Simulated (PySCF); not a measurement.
# VH₂: fields on a plane

All numbers come from PySCF, UPBE0, basis V def2-TZVP, H def2-TZVP (no relativity, density fitting).

The quartet minimum has V–H 1.776 Å (×2); H–V–H 180.0°.

The plane holds V1 at (0.00, 0.00), H2 at (1.78, 0.00), H3 at (-1.78, 0.00) Å. Columns run from x = -3.75 to 4.05 Å, rows from y = 2.25 (top) to -1.95 Å, in steps of 0.3 Å. Other isomers or separated fragments may lie lower.

Question: Give the electron localisation function (set to 0 where the density is under 0.005 e/Å³). Lower edges of the bins: '0' 0.000, '1' 0.100, '2' 0.200, '3' 0.300, '4' 0.400, '5' 0.500, '6' 0.600, '7' 0.700, '8' 0.800, '9' 0.900; top 1.00.

Answer: 
```
000000000000000000000000000
000000043210000123400000000
000068876420000246788600000
000899997521001257999980000
007999998422222248999997000
009999998426776248999999000
009999999338888339999999000
089999999227337229999999800
089999999227337229999999800
009999999338888339999999000
009999998426776248999999000
007999998422222248999997000
000899997521001257999980000
000068876420000246788600000
000000043210000123400000000
```

Question: Give the spin density (e/Å³) (cut at ±0.5 e/Å³). Lower edges of the bins (e/Å³): '0' -0.053, '1' 0.003, '2' 0.058, '3' 0.113, '4' 0.168, '5' 0.224, '6' 0.279, '7' 0.334, '8' 0.389, '9' 0.445; top 0.50.

Answer: 
```
000000000000000000000000000
000000000011111100000000000
000000001111111111000000000
000000011111111111100000000
000000011122332211100000000
000000001137997311000000000
000000001259999521000000000
000000000129999210000000000
000000000129999210000000000
000000001259999521000000000
000000001137997311000000000
000000011122332211100000000
000000011111111111100000000
000000001111111111000000000
000000000011111100000000000
```

With open d or f shells other occupations or spin states may lie lower.
